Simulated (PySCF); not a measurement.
Field gradients from PBE0/pcSseg-1 densities (PySCF, non-relativistic) at GFN2-xTB geometries, isolated species, one conformer each; χzz is the principal value of largest magnitude, with Q(14N) = 0.02044 b. GFN2-xTB bond lengths can be off by several hundredths of an ångström, more for odd bonds, and the gradients follow them. A larger basis could move these couplings by a tenth or more.

**Question.** These 14N couplings (χzz in MHz, η) are listed in rising order: (-5.628, 0.13); (-5.187, 0.32); (-4.701, 0.20); (-1.122, 0.47); (3.006, 0.81). Assign them to: N6 (pyrrole-type nitrogen) in `[F:1][c:2]1[cH:3][c:4]([SiH3:5])[n:6]([SiH3:7])[n:8]1`; the iminium nitrogen of `C=CC/[N+](=C\C)CC(F)(F)F`; N9 (pyridine-type nitrogen) in `[CH3:1][n:2]1[n:3][c:4]([F:5])[c:6]([C:7]#[N:8])[n:9]1`; the imine nitrogen of `C=C/N=C(\C)CCF`; the primary amine nitrogen of `C=C1C[C@@H](N)C[C@H]1F`.

**Answer.** -5.628 MHz, η 0.13: the primary amine nitrogen of `C=C1C[C@@H](N)C[C@H]1F`; -5.187 MHz, η 0.32: N9 (pyridine-type nitrogen) in `[CH3:1][n:2]1[n:3][c:4]([F:5])[c:6]([C:7]#[N:8])[n:9]1`; -4.701 MHz, η 0.20: the imine nitrogen of `C=C/N=C(\C)CCF`; -1.122 MHz, η 0.47: the iminium nitrogen of `C=CC/[N+](=C\C)CC(F)(F)F`; 3.006 MHz, η 0.81: N6 (pyrrole-type nitrogen) in `[F:1][c:2]1[cH:3][c:4]([SiH3:5])[n:6]([SiH3:7])[n:8]1`.

All sites together:

```
nucleus                                                                                   site  Vzz (au)     η  χzz (MHz)
    14N    N6 (pyrrole-type nitrogen) in [F:1][c:2]1[cH:3][c:4]([SiH3:5])[n:6]([SiH3:7])[n:8]1     0.626  0.81      3.006
    14N                                       the iminium nitrogen of C=CC/[N+](=C\C)CC(F)(F)F    -0.234  0.47     -1.122
    14N  N9 (pyridine-type nitrogen) in [CH3:1][n:2]1[n:3][c:4]([F:5])[c:6]([C:7]#[N:8])[n:9]1    -1.080  0.32     -5.187
    14N                                                   the imine nitrogen of C=C/N=C(\C)CCF    -0.979  0.20     -4.701
    14N                                   the primary amine nitrogen of C=C1C[C@@H](N)C[C@H]1F    -1.172  0.13     -5.628
```
